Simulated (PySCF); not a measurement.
## IIrN: one-bond stretch

Level of theory: UPBE0 in PySCF with Ir def2-SVP with ECP60, N def2-SVP, I def2-SVP with ECP28; scalar-relativistic core potentials, no spin–orbit coupling; density-fitted integrals.

Rigid scan from the doublet minimum (Ir–I 2.554 Å, Ir–N 1.614 Å; I–Ir–N 127.7°). Coordinate: the bond from Ir to the last atom (I) scaled, the rest fixed. Energies in kJ/mol from the minimum.

| scale of one bond | E (kJ/mol) | dipole size (D) | ⟨S²⟩ |
| --- | --- | --- | --- |
| 0.92 | 33.6 | 1.13 | 0.76 |
| 0.96 | 7.2 | 1.05 | 0.76 |
| 1.00 | 0.0 | 1.10 | 0.76 |
| 1.05 | 8.1 | 1.32 | 0.76 |
| 1.12 | 37.0 | 1.82 | 0.76 |
| 1.20 | 80.0 | 2.45 | 0.76 |
| 1.35 | 156.8 | 3.15 | 0.80 |
| 1.55 | 215.4 | – | 0.83 |
| 1.80 | 240.0 | – | 0.77 |
| 2.20 | 247.8 | – | 0.75 |

With open d or f shells other occupations or spin states may lie lower. Spin–orbit coupling, left out here, can matter for elements this heavy.
